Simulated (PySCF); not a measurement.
H4SeSiZn, SMILES [SiH3][Zn][SeH].

Geometry: B3LYP-D3(BJ)/def2-SVP. The structure was generated by enumeration; whether it is a known compound was not checked. One conformer was computed; it need not be the lowest.

Calculation: PySCF 2.14.0 with IEF-PCM-M06-2X/def2-SVP.

The values are the electrostatic part of the solvation free energy, E(continuum) − E(gas) at the gas-phase geometry, in a cavity of scaled van der Waals radii (PySCF's table); cavitation and dispersion terms are not included. A continuum can't describe solvent molecules that bind to the metal. In vacuum the orbital gap is 7.78 eV. The dipole moment in vacuum is 1.34 D.

Computed values in water (ε = 78.36), acetonitrile (ε = 35.69), dimethylsulfoxide (ε = 46.83):
| solvent | ε | ΔG(elec) (kcal/mol) | dipole (D) | gap (eV) |
|---|---|---|---|---|
| water | 78.36 | -14.1 | 1.79 | 8.32 |
| acetonitrile | 35.69 | -13.7 | 1.78 | 8.30 |
| dimethylsulfoxide | 46.83 | -13.9 | 1.79 | 8.31 |
